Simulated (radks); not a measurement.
Question: The mean radii <r> (bohr) of the occupied orbitals of an atom or ion are listed with their occupations. All-electron calculation, non-relativistic Kohn-Sham, TPSS, spin-polarised, spherical densities, point nucleus; meta-GGA in the generalised Kohn-Sham scheme. Program: a radial shooting solver on a logarithmic mesh with Libxc functionals.

| orbital | occ. | <r> |
|---|---|---|
| 1s up | 1 | 0.03719 |
| 1s down | 1 | 0.03719 |
| 2s up | 1 | 0.1618 |
| 2s down | 1 | 0.1616 |
| 2p up | 3 | 0.1389 |
| 2p down | 3 | 0.1387 |
| 3s up | 1 | 0.4148 |
| 3s down | 1 | 0.4158 |
| 3p up | 3 | 0.4026 |
| 3p down | 3 | 0.4039 |
| 3d up | 2 | 0.3623 |

Name the element and its charge. Open shells, if any, are filled with parallel spins first.

Answer: Z = 41, niobium, charge +21: Nb21+ in [Ar] 3d2. The 1s radius gives Z: for a bare nucleus <r> = 1.5/Z, 0.03659 bohr for Z = 41, and screening makes it slightly larger (0.03719 here). The occupations add up to 20, and the charge is Z minus that.
